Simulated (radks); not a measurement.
Spherical quantum dot in the effective-mass picture: electrons in a parabolic well V = omega^2 r^2 / 2 with omega = 0.447, with a point charge +2 (a donor) at the centre, all in effective atomic units (hartree* = m*/eps^2 hartree, bohr* = eps/m* bohr), one dielectric constant everywhere. Calculated with a radial shooting solver with Libxc functionals: non-relativistic Kohn-Sham, LDA (Slater exchange, Perdew-Wang correlation), spin-polarised, spherical densities. Levels are named by radial order and angular momentum (1s, 1p, 1d, 2s, ...), and open shells are averaged over m.

N = 14, configuration 1s2 1p6 1d(up 4, down 0) 2s2. This is the lowest configuration that the search found. Occupied and some empty levels:

level,occupation,eigenvalue (hartree*),<r> (bohr*)
1s up,1,3.7427,1.047
1s down,1,3.7485,1.023
2s up,1,4.3901,3.022
1p up,3,4.3964,2.973
2s down,1,4.4332,3.027
1p down,3,4.4400,2.948
1d up,4,4.6535,3.462
1d down,0,4.7007,3.468
1f up,0,4.9274,3.805
1f down,0,4.9735,3.825
2p up,0,4.9738,3.254
2p down,0,5.0032,3.270
1g up,0,5.2232,4.093
1g down,0,5.2661,4.120

Energy (hartree*): total 31.7942, kinetic 7.6035, external -2.3087, Hartree 31.036, exchange-correlation -4.5369.
